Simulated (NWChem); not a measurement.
Molecule: LiOH; SMILES [Li][OH]

All runs: NWChem. Geometry: optimised at PBE0/def2-SVP. Level TPSS/def2-SVP: single points from the atomic guess with DIIS by default; each run changes one setting, and all converged runs end within 0.3 mHa of each other. NWChem's automatic level shift, which a small gap switches on, acted in some of these runs.

```csv
setting,SCF iterations
defaults,33
no level shifting,9
core-Hamiltonian guess,19
DIIS on 20 Fock matrices,39
level shift of 0.5 Ha throughout,33
"no DIIS, 40 % damping",19
```
